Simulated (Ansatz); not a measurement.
Cartesian coordinates in Å:
```
C 0.4964 -0.6354 -1.1885
N 0.0276 -0.6635 0.2121
Al -0.4962 1.0933 0.9855
Cl 1.3013 2.1953 0.8376
Cl -1.0612 0.4931 2.9324
Cl -2.0675 1.6893 -0.2962
H 0.7629 -1.6334 -1.5379
H 1.3625 0.0213 -1.2511
H -0.2970 -0.2257 -1.8115
H -0.7764 -1.2808 0.3015
H 0.7477 -1.0533 0.8162
```

Total charge 0; spin multiplicity 1.

**Question.** List the ωB97M-V/def2-TZVPP orbital energies in eV (the Gaussian-basis code of Ansatz). (An estimate is asked.)

**Answer.** Ansatz gave: Occupied: -2771.22, -2771.22, -2771.20, -1533.17, -397.21, -283.43, -261.64, -261.64, -261.61, -199.07, -199.07, -199.05, -199.00, -199.00, -199.00, -198.99, -198.98, -198.97, -117.63, -77.20, -77.17, -77.17, -30.09, -25.22, -24.78, -24.77, -23.18, -18.90, -17.44, -16.38, -14.59, -14.58, -13.09, -12.62, -12.60, -11.44, -11.43, -11.42, -11.14, -11.12, -10.72. Lowest empty: 1.23, 2.54, 2.69, 2.71, 3.68, 3.86, 4.10, 4.60.
